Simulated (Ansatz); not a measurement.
`BN(C)C(C)C`, charge 0, multiplicity 1.

Give a relaxed structure at PBE0-D4/def2-TZVP (Ansatz 0.2.0). (Estimate.)

The calculation gave: 
Z-matrix (Å, degrees):
```
C
N 1 1.448
H 1 1.095 2 111.5
H 1 1.096 2 110.8 3 -119.9
H 1 1.088 2 109.7 3 120.0
C 2 1.467 1 112.8 3 57.7
B 2 1.386 1 121.7 3 -119.8
C 6 1.523 2 110.9 1 -82.9
C 6 1.516 2 113.2 1 151.5
H 6 1.098 2 105.9 1 34.1
H 7 1.195 2 120.7 1 179.1
H 7 1.198 2 118.4 1 -0.8
H 8 1.092 6 111.8 2 53.7
H 8 1.093 6 110.7 2 174.0
H 8 1.093 6 109.9 2 -66.4
H 9 1.092 6 109.3 2 -171.4
H 9 1.092 6 111.2 2 -51.7
H 9 1.091 6 111.6 2 69.2
```
This is one stationary point; other conformers may exist.
